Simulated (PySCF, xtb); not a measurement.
Cl₂GeH, SMILES [Cl][GeH][Cl], multiplicity 2.

Harmonic wavenumbers (cm⁻¹) from GFN2-xTB in xtb at its own minimum, in rising order: 125, 321, 331, 465, 493, 1150.

Task: What does PySCF 2.14.0 with ωB97X-D3(BJ)/def2-TZVP give at its own minimum? (Estimate from the structure and the level; the computed values follow.)

Result: 144, 426, 441, 600, 664, 2077. Paired by order, the mean absolute difference is 245 cm⁻¹ and the zero-point energies are 4.1 and 6.2 kcal/mol.
